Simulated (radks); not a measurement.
Values are calculated unless marked as measured or tabulated.
Coherent X-ray form factor from a spherical all-electron density. Level of theory: scalar-relativistic Kohn-Sham, LDA (Slater exchange, Perdew-Wang correlation), spin-polarised, spherical densities, point nucleus (a radial shooting solver on a logarithmic mesh with Libxc functionals).

sin(theta)/lambda (1/angstrom)  f0 (electrons)
0.05                                    51.233
0.1                                     49.150
0.15                                    46.273
0.2                                     43.148
0.25                                    40.136
0.3                                     37.390
0.4                                     32.682
0.5                                     28.751
0.6                                     25.448
0.8                                     20.620
1                                       17.576
1.25                                    14.850
1.5                                     12.453
2                                        8.533

The species is in the configuration that NIST lists as its ground one. Which atom or ion scatters so?

Answer. The xenon ion Xe2+, [Kr] 4d10 5s2 5p4. Extrapolating in s^2 from the first two rows gives f0(0) = 51.9, near the electron count 52; among species with that count, the fall with angle is slower the higher Z, and the table is that of Z = 54; from so few rows the species is fixed only to a neighbour or two.
